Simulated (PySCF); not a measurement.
Start geometry of mer-MoBr3(NH3)3 (`[NH3]->[Mo](<-[NH3])(<-[NH3])([Br])([Br])[Br]`) [quartet] from GFN2-xTB (Å):
```
atom  x, y, z in Å
Mo1    0.5419   -0.0746    0.0086
Br2    0.1624    0.0009    2.5518
Br3    0.1141   -0.0153   -2.5869
Br4    3.1176    0.0242   -0.0158
N5    -1.8652   -0.0294   -0.0365
H6    -2.2302    0.1133    0.9356
H7    -2.1967   -0.8838   -0.3869
H8    -2.1812    0.7590   -0.5986
N9     0.5186    2.3317    0.0492
H10    0.2334    2.7232   -0.8684
H11    1.4852    2.5365    0.1591
H12    0.0164    2.7630    0.7659
N13    0.4666   -2.2804   -0.0148
H14    0.1308   -2.7468   -0.8068
H15    0.1028   -2.7701    0.8343
H16    1.5492   -2.4855    0.0767
```

Task: What comes out of this run: PBE0-D3(BJ)/def2-SVP geometry optimisation, gas phase, def2 core potentials past Kr in PySCF?

Result: 
```
atom  x, y, z in Å
Mo1    0.423    0.000    0.002
Br2    0.103   -0.318    2.527
Br3    0.112    0.327   -2.516
Br4    2.968    0.033    0.022
N5    -1.831   -0.020    0.001
H6    -2.165    0.001    0.968
H7    -2.212   -0.854   -0.448
H8    -2.218    0.773   -0.513
N9     0.512    2.198    0.280
H10    0.203    2.721   -0.542
H11    1.515    2.375    0.394
H12    0.041    2.554    1.112
N13    0.566   -2.194   -0.274
H14    0.191   -2.535   -1.161
H15    0.178   -2.738    0.498
H16    1.578   -2.356   -0.285
```

The energy falls by 15.2 kcal/mol over 14 energy and gradient evaluations, the largest force component goes from 0.0683 to 3.0e-04 Eh/bohr, and the atoms move by 0.105 Å rms after alignment. The bond that changes most is Mo1–N9 (ends: molybdenum bonded to 3 Br and 3 N; nitrogen bonded to Mo and 3 H), which shortens by 0.190 Å. Bonds longer at the end by more than 0.005 Å: 5 of 15; shorter: 9. Among the angles that change most is Br4–Mo1–N13, from 94.1° to 87.1°. Rotational constants go from 612.1, 407.5, 301.1 to 659.9, 420.2, 313.6 MHz. The orientation of the end geometry is arbitrary; only internal coordinates are fixed.

The run used 214 basis functions and 104 SCF cycles in all.

No frequency check. ⟨S²⟩ = 3.766 (exact for a quartet: 3.75).
